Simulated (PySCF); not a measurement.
Isomers of C10H10O, one GFN2-xTB conformer each. Single-point energies are computed at PBE0/pcSseg-1 (PySCF, gas phase, no added dispersion term), electronic only.

Question: Rank them by PBE0/pcSseg-1 energy, lowest first (kcal/mol).
A. `[CH2:1]=[CH:2][c:3]1[cH:4][cH:5][c:6]([C:7]([CH3:8])=[O:9])[cH:10][cH:11]1` with C1–C2–C3–C4 179°, C5–C6–C7–C8 1° (1-(4-vinyl-phenyl)-ethanone)
B. `[CH3:1][C:2](=[O:3])/[CH:4]=[CH:5]/[c:6]1[cH:7][cH:8][cH:9][cH:10][cH:11]1` with C1–C2–C4–C5 179°, C4–C5–C6–C7 171°
C. `[CH:1]#[C:2][c:3]1[cH:4][cH:5][c:6]([O:7][CH3:8])[c:9]([CH3:10])[cH:11]1` with C5–C6–O7–C8 0°

Answer: B (0.0), A (1.6), C (40.3).

As drawn, the lowest has a C=O bond and a C=C bond outside aromatic rings, which the highest lacks; the highest has a C≡C bond, which the lowest lacks. Neighbours under 2.5 kcal/mol apart (CC(=O)/C=C/c1ccccc1 and C=Cc1ccc(C(C)=O)cc1) can change places with a better method, another conformer or zero-point energy. GFN2-xTB itself gives, in the same order: 0.0, 2.1, 17.7. Both levels put the same isomer lowest; measured from each level's own lowest isomer, the values differ by up to 22.6 kcal/mol (C#Cc1ccc(OC)c(C)c1: 17.7 against 40.3).

Question: Which frontier levels, dipoles and rotational constants go with these structures?

Answer: 
```
             SMILES  HOMO (eV, PBE0/pcSseg-1)  LUMO (eV)  dipole (D)       A, B, C (MHz)
CC(=O)/C=C/c1ccccc1                     -6.94      -2.09        3.49  3554, 484.5, 428.2
C=Cc1ccc(C(C)=O)cc1                     -6.94      -2.00        3.24  3436, 583.4, 500.3
 C#Cc1ccc(OC)c(C)c1                     -6.21      -0.60        2.22  2482, 690.4, 543.9
```

Question: As an exercise, what shares would exp(−E/RT) give at 1000 K from these electronic energies alone (no entropy, no degeneracies)?

Answer: RT = 1.987 kcal/mol: CC(=O)/C=C/c1ccccc1 69.6 %, C=Cc1ccc(C(C)=O)cc1 30.4 %, C#Cc1ccc(OC)c(C)c1 under 0.1 %.
